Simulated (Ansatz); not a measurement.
Cost and result up the ladder for SnEt3(OSiMe3) (C₉H₂₄OSiSn) (36 atoms). Total charge 0; singlet. Geometry: PBE-D4/def2-SVP.

```xyz
36

Sn    0.640    0.366    0.541
C     0.906    2.468    1.052
C     0.491    3.375   -0.109
H     1.966    2.627    1.346
H     0.290    2.654    1.957
H     0.561    4.452    0.161
H     1.134    3.222   -1.002
H    -0.554    3.173   -0.423
C     0.671   -0.987    2.261
C     1.869   -0.754    3.187
H     0.663   -2.020    1.856
H    -0.293   -0.843    2.791
H     1.860   -1.446    4.056
H     2.838   -0.910    2.665
H     1.884    0.277    3.596
C     1.972   -0.239   -1.089
C     3.430    0.162   -0.850
H     1.565    0.223   -2.012
H     1.866   -1.337   -1.208
H     4.087   -0.140   -1.695
H     3.544    1.260   -0.731
H     3.850   -0.308    0.064
O    -1.251    0.386   -0.188
Si   -2.213   -0.758   -0.943
C    -1.375   -1.419   -2.510
C    -3.832    0.099   -1.401
C    -2.560   -2.210    0.225
H    -2.038   -2.125   -3.054
H    -0.435   -1.959   -2.274
H    -1.123   -0.590   -3.203
H    -3.643    0.953   -2.083
H    -4.533   -0.597   -1.908
H    -4.335    0.496   -0.496
H    -1.625   -2.742    0.501
H    -3.035   -1.855    1.163
H    -3.242   -2.953   -0.241
```

Ansatz on 4 threads of Arm Neoverse V1 on a shared host. Times are rough, and most runs start from the orbitals of an earlier one. PBE0-D4/def2-TZVP serves as the yardstick here, not as an exact answer. Differences are given only for rows in sets of like size (and for xTB, whose basis is part of the method), since another set adds its own error. Binding counts from free atoms at the same level (Sn triplet, C triplet, H doublet, O triplet, Si triplet; other spins of the atoms weren't run), without zero-point energy or a counterpoise term.

In the def2 sets Sn takes a core potential, while STO-3G treats all electrons; there is no spin–orbit coupling. Correlated methods freeze 19 core orbitals; core or outer-core shells of Sn are correlated, in sets that lack core-valence functions. The rows differ in basis, and correlated rows in double-zeta sets carry the largest basis error.

Correlated methods converge slowly with the basis, most of all in double-zeta sets.

```
                         level  functions  binding energy per atom (eV)  difference from PBE0-D4/def2-TZVP (eV)
              PBE0-D4/def2-SVP        304                          4.02                                       –
                  MP2/def2-SVP        304                          3.83                                       –
             PBE0-D4/def2-TZVP        541                          3.99                                    0.00
               PBE-D4/def2-SVP        304                          4.06                                       –
PBE-D4/def2-TZVP (with forces)        541                          4.04                                    0.04
           r2SCAN-D4/def2-TZVP        541                          3.99                                    0.00
                     HF/STO-3G        110                          3.84                                       –
```

Question: Estimate how long each takes.

Answer: HF/STO-3G 2.1 s; PBE-D4/def2-SVP 9 s; PBE0-D4/def2-SVP 20 s; MP2/def2-SVP 21 s; PBE-D4/def2-TZVP (with forces) 23 s; r2SCAN-D4/def2-TZVP 36 s; PBE0-D4/def2-TZVP 48 s. On shared hardware such times vary by a factor of up to 3.
